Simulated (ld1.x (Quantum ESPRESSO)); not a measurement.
Reading a pseudo-wave (arsenic)

Columns: radius, all-electron u(r) and pseudo u(r) of the 4p shell (level -5.38 eV) of arsenic in the configuration [Ar] 3d10 4s1.5 4p3.5; BLYP, scalar-relativistic, ultrasoft scheme, ld1.x (Quantum ESPRESSO) 7.5.

| r (bohr) | all-electron | pseudo |
| --- | --- | --- |
| 0.103 | 0.1739 | 0.0068 |
| 0.205 | 0.0250 | 0.0266 |
| 0.308 | -0.1833 | 0.0588 |
| 0.410 | -0.2810 | 0.1011 |
| 0.513 | -0.2688 | 0.1522 |
| 0.615 | -0.1873 | 0.2088 |
| 0.718 | -0.0715 | 0.2695 |
| 0.820 | 0.0526 | 0.3304 |
| 0.923 | 0.1738 | 0.3904 |
| 1.025 | 0.2826 | 0.4464 |
| 1.128 | 0.3780 | 0.4977 |
| 1.230 | 0.4573 | 0.5424 |
| 1.332 | 0.5220 | 0.5802 |
| 1.435 | 0.5734 | 0.6112 |
| 1.538 | 0.6125 | 0.6353 |
| 1.640 | 0.6403 | 0.6528 |
| 1.743 | 0.6589 | 0.6646 |
| 1.845 | 0.6692 | 0.6712 |
| 1.948 | 0.6728 | 0.6731 |
| 2.050 | 0.6706 | 0.6706 |
| 2.153 | 0.6636 | 0.6636 |
| 2.255 | 0.6529 | 0.6529 |
| 2.358 | 0.6390 | 0.6390 |
| 2.460 | 0.6229 | 0.6229 |
| 2.562 | 0.6050 | 0.6050 |
| 2.665 | 0.5855 | 0.5855 |

How many radial nodes do the two functions have?

The all-electron 4p function has n − l − 1 = 2; the pseudo-wave has 0, since the states of the same l below it are removed with the core.

At about which radius was the pseudo-wave matched?

2.05 bohr, where the columns begin to agree (steps of 0.10 bohr).

Where does each function peak?

Outermost all-electron maximum near 1.95 bohr, pseudo maximum near 1.95 bohr (to the table’s step).

Is the pseudo-wave norm-conserving?

No, it belongs to an ultrasoft set: the norm inside the radius is not constrained, and the difference is carried by the augmentation charge.
